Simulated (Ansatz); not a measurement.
Computed with Ansatz on PBE0-D4/def2-TZVP structures; ΔE is electronic, products minus reactants. CCSD(T)/CBS adds triple-zeta CCSD(T) − MP2 to the extrapolated MP2 energy (def2 sets, frozen cores). This one scheme is used for every species. Functionals use def2-TZVPP. B3LYP here is the variant with VWN-RPA as its local correlation; programs differ in this. HSE06 is defined as in plane-wave codes. For Ga outer-core shells are correlated without core-valence functions, which leaves a few kJ/mol of doubt a bond. Scalar relativity is left out up to krypton. One conformer a species, not always the lowest.

Consider the ligand exchange at a Ga–S bond: `[SiH3][GaH][SH]` + `BS` → `B[S][GaH][SiH3]` + H₂S.

```
             level  ΔE (kJ/mol)  difference from CCSD(T)/CBS
       LDA (SPW92)         21.3                          6.2
            PBE-D4         19.5                          4.4
         revPBE-D4         17.5                          2.4
           BLYP-D4         18.3                          3.2
            B97M-V         19.4                          4.3
           PBE0-D4         17.4                          2.3
          B3LYP-D4         17.2                          2.1
        r2SCANh-D4         19.7                          4.6
        r2SCAN0-D4         18.5                          3.4
          HSE06-D4         17.6                          2.5
          BHLYP-D4         15.1                          0.0
      CAM-B3LYP-D4         18.2                          3.1
           ωB97X-V         17.1                          2.0
           ωB97M-V         16.7                          1.6
            B2PLYP         19.5                          4.4
          PBE-QIDH         16.7                          1.6
               PBE         23.1                          8.0
            revPBE         24.8                          9.7
              BLYP         25.6                         10.5
            r2SCAN         21.6                          6.5
              PBE0         20.8                          5.7
           r2SCANh         20.8                          5.7
           r2SCAN0         19.8                          4.7
             BHLYP         20.7                          5.6
         CAM-B3LYP         21.8                          6.7
RPA@PBE/def2-TZVPP         15.4                          0.3
       HF/def2-SVP         19.2                          4.1
      MP2/def2-SVP         17.5                          2.4
     CCSD/def2-SVP         19.6                          4.5
  CCSD(T)/def2-SVP         19.9                          4.8
     HF/def2-TZVPP         19.3                          4.2
    MP2/def2-TZVPP         13.3                         -1.8
SCS-MP2/def2-TZVPP         14.3                         -0.8
   CCSD/def2-TZVPP         15.5                          0.4
CCSD(T)/def2-TZVPP         15.0                         -0.1
     HF/def2-QZVPP         19.2                          4.1
SCS-MP2/def2-QZVPP         14.4                         -0.7
      HF/CBS(def2)         19.1                          4.0
     MP2/CBS(def2)         13.5                         -1.6
    CCSD/CBS(def2)         15.7                          0.6
       CCSD(T)/CBS         15.1                            0
```

Largest T1 diagnostic among the species: 0.015.

The D4 term adds −5.9 kJ/mol with B3LYP and −3.3 kJ/mol with PBE0; it sums over pairs of atoms, weighted by their polarisabilities, and B3LYP, whose exchange is more repulsive, gets the larger term. In def2-TZVPP, CCSD(T) changes the Hartree–Fock value by −4.3 kJ/mol (the triples alone add −0.5 kJ/mol) and MP2 by −6.0 kJ/mol.
